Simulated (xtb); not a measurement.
C2H5ClO2Si, SMILES CC(=O)O[SiH2]Cl. All values are semi-empirical tight-binding results from xtb (GFN2-xTB unless named), good for trends rather than for accurate numbers. The structure is a stationary point at GFN2-xTB. Other conformers were not sampled.

Optimised geometry:

```xyz
11

Si     1.1738    -0.3814    -0.4095
Cl     1.7399     1.2207     0.6405
O     -0.4314    -0.2196    -0.7756
C     -1.4793    -0.4961     0.0056
C     -2.7803    -0.1165    -0.6409
O     -1.3586    -0.9961     1.0876
H      1.4291    -1.5958     0.3428
H      1.7004    -0.3545    -1.7623
H     -2.7802     0.9521    -0.8445
H     -3.6077    -0.3714     0.0141
H     -2.8765    -0.6402    -1.5894
```
Charge 0, spin multiplicity 1.

Computed properties:
```yaml
orbital_gap: 4.87 eV
dipole_moment: 2.91 D
zero_point_energy: 42.8 kcal/mol
G − E(el) at 298.15 K (modified RRHO): 21.5 kcal/mol
static polarisability (D4 model): 74.3 bohr³
solvation energy, GFN2-xTB/ALPB(water): -2.6 kcal/mol
solvation energy, GFN2-xTB/ALPB(thf): -6.7 kcal/mol
```

Question: Give the atomic charges and the Wiberg bond orders between heavy atoms. (Estimate from the structure and the level; the computed values follow.)

Answer: charges (e) Si1 0.56, Cl2 -0.19, O3 -0.36, C4 0.37, C5 -0.15, O6 -0.39, H7 -0.03, H8 -0.05, H9 0.08, H10 0.08, H11 0.08. Bond orders Si1–Cl2 1.17, Si1–O3 0.97, O3–C4 1.11, C4–C5 0.99, C4–O6 1.79.
